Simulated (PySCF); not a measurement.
C2HBr2Cl, SMILES Cl/C(Br)=C\Br.

The structure is a stationary point at PBE0-D3(BJ)/def2-SVP.

All values below come from SMD-ωB97X/def2-SVP (PySCF).

Solvation free energies are E(SMD) − E(gas) at the gas-phase geometry, for 1 M in both phases. Bromine has the revised SMD18 radius of 2.60 Å. In vacuum the dipole moment is 0.84 D.

```csv
solvent,ΔG(solv) (kcal/mol),its non-electrostatic (CDS) part,dipole (D)
water,-0.8,1.0,1.26
methanol,-4.8,-3.1,1.24
benzene,…,…,…
```

### Question
Fill in the missing entries. (The exact figures need the calculation; the answer reports its results.)

### Answer

- benzene, ΔG(solv) (kcal/mol): -5.2
- benzene, its non-electrostatic (CDS) part: -4.5
- benzene, dipole (D): 1.00
